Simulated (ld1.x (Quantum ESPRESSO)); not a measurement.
Te, TM: configuration errors across variants

```json
{"Element": "tellurium", "Generator": "ld1.x (Quantum ESPRESSO) 7.5", "Type": "norm-conserving Troullier–Martins (Kleinman–Bylander form)", "Functional": "PBEsol", "Relativity": "scalar-relativistic", "Frozen core": "[Kr]", "Valence charge": "16", "Reference configuration": "4d10 5s2 5p4", "Partial waves": "5s (bound): rc 1.80 bohr; 5p (bound): rc 2.20 bohr; 4d (bound): rc 0.80 bohr", "Local potential": "the d channel", "Core correction": "a·sin(br)/r model core, default radius (core density twice the valence density)"}
```

All-electron excitation energies from the reference (eV): (1) 4d10 5s2 5p3 9.753; (2) 4d10 5s2 5p2 27.722; (3) 4d10 5s2 5p1 54.678; (4) 4d10 5s2 5p4.3 -1.472; (5) 4d10 5s1 5p5 9.285.

The default core radius of the base comes out at 0.58 bohr.

Tests that are not counted but printed errors over 1 eV. “base”: 4d9 5s2 5p5 (solver errors, printed error -2496 eV); 4d9 5s2 5p4 (solver errors, printed error -2369 eV). “wave 5p (bound): rc 2.20 bohr becomes 5p (bound): rc 1.86 bohr”: 4d9 5s2 5p4 (solver errors, printed error -1935 eV). “wave 4d (bound): rc 0.80 bohr becomes 4d (bound): rc 0.72 bohr”: 4d10 5s2 5p1 (solver errors, printed error -2340 eV); 4d9 5s2 5p5 (solver errors, printed error -1921 eV); 1 more. “core correction a·sin(br)/r model core inside 0.60 bohr”: 4d9 5s2 5p5 (solver errors, printed error -2496 eV); 4d9 5s2 5p4 (solver errors, printed error -2369 eV). “wave 5s (bound): rc 1.80 bohr becomes 5s (bound): rc 1.38 bohr”: 4d9 5s2 5p5 (solver errors, printed error -2051 eV); 4d9 5s2 5p4 (solver errors, printed error -2432 eV).

3 further variants failed, have other tests or another functional or relativity, and are left out.

A true bound ghost makes a file unfit for plane-wave use even where its test errors are small: the radial tests pick states by their node count and pass the ghost by. Where a test does run into it, the solver fails or the error is huge.

Errors AE − PS in meV (a dash: test not solved or not reliable):

| change | (1) | (2) | (3) | (4) | (5) | bound ghosts |
| --- | --- | --- | --- | --- | --- | --- |
| base | -0.2 | +4.2 | +14 | +0.5 | -2.5 | s, p |
| wave 5p (bound): rc 2.20 bohr becomes 5p (bound): rc 1.86 bohr | -0.2 | +4.2 | +14 | +0.4 | -1.7 | s, p |
| wave 4d (bound): rc 0.80 bohr becomes 4d (bound): rc 0.72 bohr | +1.9 | +16 | – | +0.5 | -1.1 | s, p |
| core correction a·sin(br)/r model core inside 0.60 bohr | -0.2 | +4.2 | +14 | +0.4 | -2.5 | s, p |
| wave 5s (bound): rc 1.80 bohr becomes 5s (bound): rc 1.38 bohr | -0.6 | +2.0 | +7.6 | +0.4 | -7.6 | s, p |
| all radii but the core radius scaled by about 1.11 (s 2.00, p 2.44, d 0.88 bohr) | -0.9 | 0.0 | +1.2 | +0.4 | -1.5 | s, p |

Give the same row for: local potential the s channel.

-0.9, +0.1, +1.8, +0.4, -3.2; bound ghosts: none.
